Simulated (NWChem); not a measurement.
SiH$_{4}$TeS; SMILES [SiH3][Te]S

```xyz
7

Te     0.6876    -0.0446    -0.0067
S     -1.0517    -1.7459    -0.0512
H     -1.1777    -1.8685     1.2902
Si    -0.9895     1.8233    -0.0076
H     -0.2117     3.1004    -0.0088
H     -1.8395     1.7504     1.2167
H     -1.8472     1.7447    -1.2247
```
Atoms are numbered in this order, from 1.

Computed with NWChem. Medium grid unless said otherwise, to which SCAN and Minnesota functionals are sensitive. Geometry: optimised at PBE0/def2-SVP. def2 effective core potentials on Te; no spin-orbit coupling.

Q: Order these by “highest occupied level (eV)”, lowest first: SCAN/def2-SVP; M06-2X/def2-SVP; revPBE/def2-SVP; r2SCAN0/def2-SVP; B3LYP/def2-SVP.

A: M06-2X/def2-SVP (-7.66), r2SCAN0/def2-SVP (-6.77), B3LYP/def2-SVP (-6.30), SCAN/def2-SVP (-5.81), revPBE/def2-SVP (-5.47)
